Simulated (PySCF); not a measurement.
Predicted microwave data (CAM-B3LYP/def2-SVPD in PySCF (dipole) on a GFN2-xTB geometry, gas phase) for one isomer of C5H4ClF:

```
Rotational constants : A = 3760, B = 1251, C = 944.3 MHz
Dipole components    : |μa| = 0.28 D, |μb| = 1.74 D, |μc| = 0.05 D
Inertial defect      : -3.24 u·Å²
κ                    : -0.78
```

Task: Which candidate fits, each taken in the one conformer that was computed?
A. `C=C(Cl)C#CCF`
B. `[CH2:1]=[C:2]1[C:3]([F:4])=[C:5]1[CH2:6][Cl:7]` with C3–C5–C6–Cl7 -2°

Result: B. It is C=C1C(F)=C1CCl, an asymmetric top. The candidates at the same level (rigid rotor, commonest isotopes):

```csv
SMILES,A (MHz),B (MHz),C (MHz),μa (D),μb (D),μc (D),Δ (u·Å²),point group,rotor
C=C(Cl)C#CCF,5585,839.7,733.4,0.15,0.23,0.00,-3.27,Cs,near-prolate asymmetric top
C=C1C(F)=C1CCl,3760,1251,944.3,0.28,1.74,0.05,-3.24,–,asymmetric top
```

`C=C(Cl)C#CCF` has A 49 % too high. No structure here is proved a minimum.
